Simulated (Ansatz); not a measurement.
Basis-set extrapolation for CH$_{6}$OSSi$_{2}$, SMILES `[SiH3]S[SiH]1CO1` (PBE0-D4/def2-TZVP geometry, frozen core, the Gaussian-basis code of Ansatz). Multiplicity 1, RHF reference.

```csv
,def2-TZVPP,def2-QZVPP
HF,-1091.733331,-1091.768350
MP2 correlation,-0.821940,-0.886135
CCSD(T) correlation,-0.912044,not run
```

Energies in hartree. Use E(X) = E(∞) + A·exp(−7.88·√X) for Hartree–Fock and E(X) = E(∞) + B·X^(−2.97) for correlation, with X = 3 and 4, and add CCSD(T) minus MP2 of the smaller set to the MP2 limit.

Q: What is the CCSD(T) energy at the basis-set limit?

A: HF limit: -1091.768350 + (-0.035019) × 0.13774 = -1091.77317. MP2 limit: -0.886135 + (-0.064195) × 0.74074 = -0.93369. Higher-order term: -0.912044 − (-0.821940) = -0.09010. Total: -1092.79696 hartree, 95.1 kcal/mol below CCSD(T)/def2-TZVPP.
